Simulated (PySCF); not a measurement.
**Electronic absorption of C6H12Si**

Species: C6H12Si.
Structure used (GFN2-xTB), in Å, numbered top down from 1:
```
atom  x, y, z in Å
C1    -2.0142    0.0831   -1.5199
C2    -1.2000   -0.0984   -0.2860
C3    -1.5931   -0.4479    0.9422
C4    -0.3475   -0.4768    1.7885
Si5    0.6350    0.0403    0.2052
C6     1.4183    1.7739    0.2022
C7     1.8396   -1.2410   -0.5203
H8    -1.6706   -0.5940   -2.3015
H9    -1.9082    1.1004   -1.8959
H10   -3.0679   -0.1114   -1.3256
H11   -2.5877   -0.6728    1.2983
H12   -0.3783    0.2313    2.6154
H13   -0.1419   -1.4598    2.2098
H14    1.6559    2.0863   -0.8098
H15    2.3398    1.7899    0.7759
H16    0.7463    2.5110    0.6291
H17    1.4103   -2.2374   -0.5080
H18    2.0864   -0.9969   -1.5488
H19    2.7678   -1.2705    0.0419
```

Method: PySCF 2.14.0, density-fitted response routines, TDDFT PBE0/def2-SVPD, vertical, gas phase, core orbitals frozen in the response.

| state | λ (nm) | E (eV) | f | symmetry | main configurations (H = HOMO, L = LUMO) |
| --- | --- | --- | --- | --- | --- |
| S1 | 194.7 | 6.37 | 0.0060 | A″ | H-1→L (92%) |
| S2 | 192.6 | 6.44 | 0.0016 | – | H→L+1 (93%) |
| S3 | 186.3 | 6.65 | 0.130 | A′ | H→L (90%) |
| S4 | 185.8 | 6.67 | 0.0063 | A″ | H-2→L (96%) |
| S5 | 181.0 | 6.85 | 0.0000 | – | H→L+2 (87%) |
| S6 | 174.9 | 7.09 | 0.0005 | – | H-1→L+1 (97%) |
| S7 | 174.8 | 7.09 | 0.0000 | – | H→L+3 (87%) |
| S8 | 169.5 | 7.31 | 0.034 | A′ | H-2→L+1 (96%) |

Triplets, Tamm–Dancoff:

```csv
state,E (eV),λ (nm),"main configurations (H = HOMO, L = LUMO)"
T1,4.27,290.1,H→L (92%)
T2,5.78,214.5,H-1→L (89%)
T3,6.37,194.7,H→L+1 (90%)
```

The lowest singlet comes at 195 nm (614 kJ/mol) in the vacuum ultraviolet; it is weak; its leading configuration is HOMO-1→LUMO (92%). The strongest level in the table is S3 at 6.65 eV (186 nm, f = 0.130). S6/S7 lie within about 0.01 eV of each other. Löwdin shares by element: HOMO carbon 80% or more (atoms not listed hold the other 20%); LUMO carbon 62% or more, hydrogen 6% or more, silicon 6% (atoms not listed hold the other 27%). The listed states span 0.95 eV. Of the 8 states listed, 2 reach f = 0.01 and 3 stay under 0.0005. The oscillator strengths of these states sum to 0.179; summed over the whole spectrum of an exact calculation they would give the number of electrons, 62 (Thomas–Reiche–Kuhn). Symmetry labels in Cs follow from the direction of the transition dipole and are given only for states with f of 0.002 or more. The window holds the lowest 8 singlets.

Hardware: an Arm Neoverse N1 with one thread, no GPU, shared host with 64 logical CPUs at a one-minute load of 62. Cost: 1.8 min (with the writing of density and orbital grids), 0.96 GiB resident at most.
